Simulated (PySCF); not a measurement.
Q: What does the BHandHLYP/6-31G* structure of `N#CCP(N)c1ccsc1` look like in three dimensions?

A: 
```xyz
17
C6H7N2PS angstrom
N     -1.2684   -3.1825    0.8415
C     -1.4748   -2.0549    0.8808
C     -1.7343   -0.6251    0.8974
P     -1.2938    0.1959   -0.7284
N     -1.6074    1.8006   -0.2334
C      0.5194    0.0200   -0.6646
C      1.4106    0.4651    0.3665
C      2.7081    0.1893    0.1022
S      2.8903   -0.6228   -1.4039
C      1.1970   -0.5823   -1.6789
H     -2.7941   -0.4505    1.0613
H     -1.1937   -0.1720    1.7259
H     -0.9728    2.2455    0.4094
H     -1.8355    2.4211   -0.9894
H      1.0941    0.9643    1.2672
H      3.5672    0.4102    0.7072
H      0.7825   -1.0095   -2.5729
```

Orientation and origin are arbitrary. Atoms count from 1 in this order. The C–C distances run from 1.352 Å (C7–C8, aromatic) to 1.453 Å (C2–C3, drawn single), a spread of 0.101 Å. The C–P distances run from 1.823 Å (P4–C6, drawn single) to 1.874 Å (C3–P4, drawn single), a spread of 0.051 Å. Of the pairs four or more bonds apart, C7···H13 is among the closest relative to their van der Waals radii: 2.98 Å, 103 % of the sum of Bondi's values. N5 (nitrogen bonded to P and 2 H) is pyramidal (angles 119.0°, 113.8° and 110.5°, sum 343.3°, 0.28 Å off the plane of its three neighbours).

Bonds between heavy atoms (Å): N1≡C2 1.147, C2–C3 1.453, C3–P4 1.874, P4–N5 1.708, P4–C6 1.823, C6–C7 1.434, C7–C8 1.352, C8–S9 1.721, S9–C10 1.716, C6–C10 1.360.

Computed with PySCF, BHandHLYP/6-31G* geometry optimisation, gas phase.

Point group: C1 (no symmetry element, even within 0.4 Å). Whether it is a minimum is left open (no frequencies). The numbers are those of one conformer (C2–C3–P4–N5 -175°, C3–P4–N5–H 72° and -155°, C3–P4–C6–C7 -56°).
